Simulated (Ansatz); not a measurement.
Molecule: GaCl2, charge 1, multiplicity 1. It need not be the lowest isomer of its formula. 
Geometry from a B3LYP-D3(BJ)/def2-TZVP (Ansatz, a program for electronic structure) optimisation:
SMILES: [Cl][Ga+][Cl]
```xyz
3

Ga     0.0000     0.0000     0.0000
Cl     0.0000     0.0000    -2.0381
Cl     0.0000     0.0000     2.0381
```
Charge +1, spin multiplicity 1.

Basis-set convergence of Hartree-Fock and CCSD(T) correlation energies (hartree) with Ansatz. Correlated levels leave the core frozen unless marked. Spin-orbit coupling is left out. The frozen core is the preceding noble-gas configuration, with the filled d and f shells of earlier blocks. No relativistic terms.

```csv
basis,functions,E(HF),"E(corr, CCSD(T))",rough core time
def2-SVPD,92,-2841.53193,-0.36415,under 20 s
def2-TZVPPD,156,-2842.09185,-0.47499,under 20 s
def2-QZVPPD,253,-2842.15568,-0.51447,90 s
```

Extrapolating the two largest sets (X = 3 and 4) as X^-3: E(corr) = (64·(-0.51447) - 27·(-0.47499))/37 = -0.5433 Eh, an estimate of the basis-set limit. The largest set recovers 94.7 % of it, the smallest 67.0 %.
